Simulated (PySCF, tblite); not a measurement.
Compound: C5H8N2OSi.
Cartesian coordinates in Å at the GFN2-xTB level; atoms count from 1:
```
atom  x, y, z in Å
C1     3.029    0.433    0.240
C2     1.796   -0.317   -0.146
C3     1.914   -1.745   -0.108
N4     1.979   -2.889   -0.082
N5     0.731    0.268   -0.479
Si6   -0.835   -0.201   -1.000
C7    -1.952    0.642    0.316
C8    -3.340    0.491   -0.150
O9    -3.929    1.264   -0.858
H10    3.335    0.153    1.248
H11    3.843    0.172   -0.437
H12    2.838    1.501    0.193
H13   -1.164   -1.628   -1.067
H14   -0.948    0.459   -2.295
H15   -1.807    0.172    1.286
H16   -1.675    1.693    0.363
H17   -3.822   -0.455    0.173
```

Level of theory: PBE0/pcSseg-1 in PySCF (dipole) on a GFN2-xTB geometry, gas phase.

Masses are those of the commonest isotopes; rigid-rotor values at the optimised geometry. The values belong to one conformer with, in the numbering `[CH3:1]/[C:2]([C:3]#[N:4])=[N:5]/[SiH2:6][CH2:7][CH:8]=[O:9]`, C2–N5–Si6–C7 123°, N5–Si6–C7–C8 171°, Si6–C7–C8–O9 -90°.

What are A, B and C (cm⁻¹)?

Ia = 154.44, Ib = 865.13, Ic = 954.17 u·Å²; 505379 MHz·u·Å²/I gives 3272, 584.2 and 529.7 MHz, that is A = 0.10915, B = 0.01949, C = 0.01767 cm⁻¹.

Classify the top.

A near-prolate asymmetric top: κ = (2 × 584.2 − 3272 − 529.7)/(3272 − 529.7) = -0.96.

Is it planar, by Δ = Ic − Ia − Ib?

Not planar: Δ = Ic − Ia − Ib = -65.40 u·Å². For a rigid frame Δ = −2 Σ m c², so Σ m c² = 32.70 u·Å² lies off the ab plane: 10.11 from hydrogen and 22.60 from heavier atoms. The atom farthest from that plane is 1.90 Å away.

Give the other two planar moments, Paa and Pbb, and the rms extents of the mass along the axes.

Paa = Σ m a² = (Ib + Ic − Ia)/2 = 832.43 and Pbb = Σ m b² = (Ia + Ic − Ib)/2 = 121.74 u·Å². With the mass M = 140.04 u, the rms extents √(P/M) along a, b and c are 2.44, 0.93, 0.48 Å.

Where do the levels up to J = 3 lie, in MHz?

Above 0(0,0):
J = 1: 1(0,1) 1114, 1(1,1) 3802, 1(1,0) 3856
J = 2: 2(0,2) 3341, 2(1,2) 5975, 2(1,1) 6139, 2(2,1) 14203, 2(2,0) 14204
J = 3: 3(0,3) 6679, 3(1,3) 9234, 3(1,2) 9561, 3(2,2) 17545, 3(2,1) 17549, 3(3,1) 31122, 3(3,0) 31122

Which lines would a microwave search look for?

The dipole components are |μa| = 2.45 D, |μb| = 1.70 D, |μc| = 1.32 D. Intensities carry the squares of the components, which stand as 1.00 : 0.48 : 0.29 (a : b : c). Some lines, for components of 0.1 D or more:

```csv
type,branch,"J(Ka,Kc)",MHz,lower level (cm⁻¹)
a,R,"1(0,1) ← 0(0,0)",1114,0.000
a,R,"2(1,2) ← 1(1,1)",2173,0.127
a,R,"2(0,2) ← 1(0,1)",2227,0.037
a,R,"2(1,1) ← 1(1,0)",2282,0.129
c,Q,"1(1,1) ← 1(0,1)",2688,0.037
b,Q,"1(1,0) ← 1(0,1)",2743,0.037
b,Q,"2(1,1) ← 2(0,2)",2798,0.111
b,R,"1(1,1) ← 0(0,0)",3802,0.000
c,R,"1(1,0) ← 0(0,0)",3856,0.000
c,R,"2(1,1) ← 1(0,1)",5025,0.037
c,Q,"2(2,1) ← 2(1,1)",8064,0.205
b,Q,"2(2,0) ← 2(1,1)",8065,0.205
b,Q,"2(2,1) ← 2(1,2)",8228,0.199
c,R,"2(2,1) ← 1(1,1)",10401,0.127
b,R,"2(2,0) ← 1(1,1)",10402,0.127
```

Its GFN2-xTB frequencies are all real (lowest 32 cm⁻¹). Zero-point vibration and centrifugal distortion are left out. A rigid rotor knows nothing of internal rotation, which can split or shift real lines. Quadrupole hyperfine structure (14N) is left out.
